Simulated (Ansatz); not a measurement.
Born–Oppenheimer molecular dynamics of AlClFH₃OSi (8 atoms, charge 0, multiplicity 1). It starts from a relaxed structure.

Computed with RKS B3LYP-D4/STO-3G in Ansatz 0.2.0.

```json
{
 "ensemble": "NVE (velocity Verlet)",
 "time step": "0.5 fs",
 "steps asked": "250",
 "starting velocities drawn for": "1500 K",
 "seed": "546132"
}
```

First frame:

```xyz
8
Properties=species:S:1:pos:R:3
Al 0.135 -0.012 0.158
F -0.300 1.227 1.109
O 1.688 -0.081 -0.440
Si 2.265 -1.320 -1.442
H 1.522 -1.394 -2.684
H 3.646 -1.012 -1.738
H 2.201 -2.612 -0.787
Cl -1.261 -1.498 -0.301
```

(1) What does the run give?

(2) What happens to the structure?

(3) How do temperature and energy run in time?

## Answers

(1) The run went to its last step.

```yaml
steps_done: 250
time_covered: 125 fs
mean_temperature_over_the_second_half: 741 K
spread_of_the_potential_energy_over_the_second_half: 17.1 meV per atom
mean_potential_energy_of_the_second_half_above_the_start: 73.9 meV per atom
```

The conserved energy stayed within 0.64 meV per atom of its start (net change 0.23 meV per atom), so the integration is sound. Over the second half the temperature averaged 0.49 of the 1500 K drawn at the start: a run that starts near a minimum puts about half its kinetic energy into the potential. A run of 0.12 ps of so small a system gives no equilibrium averages. Limits of this set-up: minimal basis.

(2) The same pairs are bonded in the first frame and the last. Pairs count as bonded within 1.25 times the sum of covalent radii (0.12 Å more for H–H). This is one draw of velocities; another would differ in detail.

(3) 
| time (fs) | T (K) | potential energy less start (eV) | conserved less start (meV/atom) |
| --- | --- | --- | --- |
| 0 | 1500 | 0.000 | 0.00 |
| 10 | 545 | 0.746 | 0.63 |
| 20 | 1091 | 0.318 | 0.07 |
| 30 | 682 | 0.639 | 0.48 |
| 40 | 713 | 0.612 | 0.21 |
| 50 | 836 | 0.519 | 0.45 |
| 60 | 951 | 0.427 | 0.16 |
| 70 | 759 | 0.578 | 0.38 |
| 80 | 440 | 0.825 | 0.45 |
| 90 | 1113 | 0.300 | 0.04 |
| 100 | 516 | 0.767 | 0.49 |
| 110 | 816 | 0.531 | 0.13 |
| 120 | 624 | 0.684 | 0.48 |

Run time: 8.7 min on 1 thread of Arm Neoverse V1, with other jobs on the host, peak memory 0.11 GiB.
